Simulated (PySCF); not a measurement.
B3H5N3, charge -1, multiplicity 1. Atoms are numbered in the order given.

```xyz
11

B      0.0000     1.1918    -0.8052
N      0.0000     0.0000    -1.5257
B      0.0000    -1.1918    -0.8052
N      0.0000    -1.2115     0.6694
B      0.0000     0.0000     1.4108
N      0.0000     1.2115     0.6694
H      0.0000     2.3196    -1.3187
H      0.0000    -2.3196    -1.3187
H      0.0000    -2.0971     1.1546
H      0.0000     0.0000     2.6338
H      0.0000     2.0971     1.1546
```
Charge -1, spin multiplicity 1.

Geometry: PBE0-D3(BJ)/def2-SVPD. The multiplicity is an assumed one; no other spin state was optimised. The isomer is the one that the SMILES or the coordinates give; other isomers of the formula were not compared.

The numbers are results of PBE/def2-SVPD (PySCF), not measurements.

Symmetry labels are those of the subgroup C2v that the program uses (full group C2v).

**Question.** List the valence orbital energies around the gap with their symmetry. (An estimate is asked for; the answer gives what the named calculation found.)

**Answer.** 
```tsv
orbital	symmetry	energy (eV)
HOMO−7	B2	-4.78
HOMO−6	A1	-4.33
HOMO−5	B1	-3.81
HOMO−4	A1	-3.05
HOMO−3	B2	-2.00
HOMO−2	A2	-1.85
HOMO−1	B1	-0.85
HOMO	A1	0.37
LUMO	A1	3.45
LUMO+1	B2	3.99
LUMO+2	B1	4.20
LUMO+3	A2	4.40
```
